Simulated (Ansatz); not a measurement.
`[SiH3][O][GeH3]` + `[OH][SnH]([F])[F]` → `[F][SnH]([F])[O][SiH3]` + `[OH][GeH3]` at 600 K and 1 bar (ligand exchange at the Si–O bond).

Program: Ansatz. Geometries: PBE0-D4/def2-TZVP. ΔE: electronic, gas phase. CCSD(T)/CBS is the MP2 limit (def2-TZVPP, def2-QZVPP) plus CCSD(T) − MP2 in def2-TZVPP, frozen cores. def2 core potentials past Kr. For Ge, Sn outer-core shells are correlated without core-valence functions, which leaves a few kJ/mol of doubt a bond. Scalar relativity is left out up to krypton. One conformer a species, not always the lowest.

```csv
species,CCSD(T)/CBS energy (Eh),H − E (kJ/mol),S (J/(mol·K))
`[SiH3][O][GeH3]`,-2444.01593,192.8,424.7
`[OH][SnH]([F])[F]`,-490.06891,111.7,402.8
`[F][SnH]([F])[O][SiH3]`,-780.38706,172.4,500.3
`[OH][GeH3]`,-2153.69723,132.5,324.6
```

H − E and S are ideal-gas, rigid-rotor, harmonic terms from PBE0-D4/def2-TZVP, for one conformer and one mirror image of each species. 1 Eh = 2625.50 kJ/mol, R = 8.31446 J/(mol·K).

By hand: ΔE, ΔH, ΔS and ΔG.

ΔE = (-780.38706) + (-2153.69723) − (-2444.01593) − (-490.06891) = 0.00055 Eh = 1.4 kJ/mol. Δ(H − E) = 172.4 + 132.5 − 192.8 − 111.7 = 0.4, so ΔH = 1.8 kJ/mol. ΔS = 500.3 + 324.6 − 424.7 − 402.8 = -2.6 J/(mol·K). ΔG = 1.8 − 600 × (-2.6)/1000 = 3.4 kJ/mol.

By hand: the equilibrium constant, and the temperature at which ΔG would vanish if ΔH and ΔS stayed fixed.

log₁₀ K = −ΔG/(RT ln 10) = -0.3. ΔH and −TΔS have one sign here, so there is no such temperature. One of them is within its doubt of zero, so this could turn.

TΔS isn't small against ΔH here. The sign of ΔG lies within the doubt. A doubt of 5 kJ/mol in ΔE shifts log₁₀ K by 0.4 here. Other conformers and mirror images would add mixing entropy, several J/(mol·K) or more a flexible species. Modes under 60 cm⁻¹, often nearly free rotors, make the harmonic entropy too high. These are equilibria of isolated gas molecules and say nothing of rates. Largest T1 diagnostic: 0.015 (customary marks: 0.02 for closed shells, 0.045 for open ones).
